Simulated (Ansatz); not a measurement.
The pair A = GaH3 (SMILES [GaH3]) (first 4 atoms), B = H2O (SMILES O); geometry from B3LYP-D3(BJ)/def2-TZVP.
(charge 0, multiplicity 1):
```xyz
7

Ga     0.397    -0.376     0.685
H      1.883    -0.098     1.123
H     -0.229    -1.811     0.853
H     -0.287     0.626    -0.330
O     -0.543     0.482     2.512
H     -1.505     0.410     2.473
H     -0.338     1.421     2.602
```

Correlated levels freeze the cores. Filled d and f shells under p-block atoms count as core. MP2 and its Hartree–Fock in aug-cc-pVQZ are density fitted.

Run with Ansatz (a program for electronic structure) with Gaussian orbitals. Values without a source in brackets are computed.

The counterpoise-corrected interaction energy is E(AB) − E(A in the pair's basis) − E(B in the pair's basis). Total energies (hartree):

| level | AB | A in the pair's basis | B in the pair's basis |
|---|---|---|---|
| HF/aug-cc-pVTZ | -2001.0784652 | -1924.9989002 | -76.0600565 |
| MP2/aug-cc-pVTZ | -2001.4457506 | -1925.0933554 | -76.3292985 |
| HF/aug-cc-pVQZ | -2001.0876157 | -1925.0024742 | -76.0653336 |
| MP2/aug-cc-pVQZ | -2001.4772461 | -1925.1015947 | -76.3518558 |
| CCSD(T)/aug-cc-pVTZ | -2001.4826403 | -1925.1171376 | -76.3426437 |

### Question
Work out the counterpoise-corrected interaction energy at the basis-set limit: extrapolate the MP2 correlation part as X⁻³, take Hartree–Fock from the larger set, and add the CCSD(T) − MP2 difference of aug-cc-pVTZ.

### Answer

1. Differences (1 hartree = 627.509 kcal/mol): HF/aug-cc-pVTZ -12.242; MP2/aug-cc-pVTZ -14.493; HF/aug-cc-pVQZ -12.430; MP2/aug-cc-pVQZ -14.932; CCSD(T)/aug-cc-pVTZ -14.344.
2. Correlation parts, MP2 less HF: -2.252 in aug-cc-pVTZ (X = 3), -2.502 in aug-cc-pVQZ (X = 4).
3. Limit (4³·(-2.502) − 3³·(-2.252))/(4³ − 3³) = -2.685; with HF/aug-cc-pVQZ it gives -15.115.
4. CCSD(T) less MP2 in aug-cc-pVTZ: 0.149.
Result: -14.97 kcal/mol, against -14.49 at MP2/aug-cc-pVTZ. It is an estimate of this method's limit, not of the exact value.
